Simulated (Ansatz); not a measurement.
A made-up structure of LiMgBH₂O, closed shell:

Li1  (-1.289, -0.888, -0.857)
B2  (0.549, -0.138, 0.272)
O3  (1.720, -0.216, 0.889)
Mg4  (-0.906, 1.723, -0.177)
H5  (-1.506, -2.412, -1.253)
H6  (-2.174, 0.620, -1.061)
(Å)

It is relaxed with PBE-D4/def2-SVP and then PBE0-D4/def2-TZVP (Ansatz 0.2.0). Atoms count as bonded within 1.22 times the sum of their covalent radii (H–H: 0.88 Å). The end point is not checked to be a true minimum.

Q: Does its bonding change? (A judgement: the text doesn't fix the answer.)

A: The calculation gives: Yes. Formed: Mg4–H5; broken: Li1–B2.

Where it ends: The first stage lowers the energy by 3.17 eV in 18 steps. It ends as LiMgBH₂O ([O][B][Mg]12[H][Li]1[H]2):
```
atom    x (Å)    y (Å)    z (Å)
 Li1  -2.8114  -0.7192  -1.6485
  B2   1.2264   0.1951   0.6971
  O3   2.2520   0.4265   1.2926
 Mg4  -0.6748  -0.2347  -0.4072
  H5  -1.4853  -1.7273  -1.1170
  H6  -2.1124   0.7482  -1.0034
```

Labels in which every atom is bracketed show which atoms are joined, not bond orders.

For scale, one of the runs: PBE0-D4/def2-TZVP relaxation, 120 basis functions, launched by `ansatz run in.yaml --threads 2 --pin off --events-out ev --progress --plain --max-ram 4352MiB`. Hardware: 2 CPU threads of an Arm Neoverse V2, shared host. Wall time about 8 s.
